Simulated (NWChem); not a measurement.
System: SnI₃ cation; SMILES [I][Sn+]([I])[I]

Input file for NWChem:

```
start job
memory heap 200 mb stack 900 mb global 1100 mb
charge 1
geometry units angstroms noautoz
  Sn     0.000000     0.000000     0.000000
  I      0.149467     2.602437     0.000000
  I      2.179044    -1.430660     0.000000
  I     -2.328510    -1.171777     0.000000
end
basis spherical
  Sn library def2-svp
  I library def2-svp
end
ecp
  Sn library def2-ecp
  I library def2-ecp
end
dft
  xc m06-l
  iterations 150
  mulliken
end
task dft energy
```

Structure relaxed at the PBE0/def2-SVP level. def2 effective core potentials on Sn, I; no spin-orbit coupling.

**Question.** What results follow from this input? (M06-L/def2-SVP with def2 effective core potentials on Sn, I.) Quantities: energy (Ha); highest occupied level (eV); orbital gap (eV).

**Answer.** 
| Item | Result |
|---|---|
| energy (Ha) | -1107.91 |
| highest occupied level (eV) | -11.37 |
| orbital gap (eV) | 2.42 |
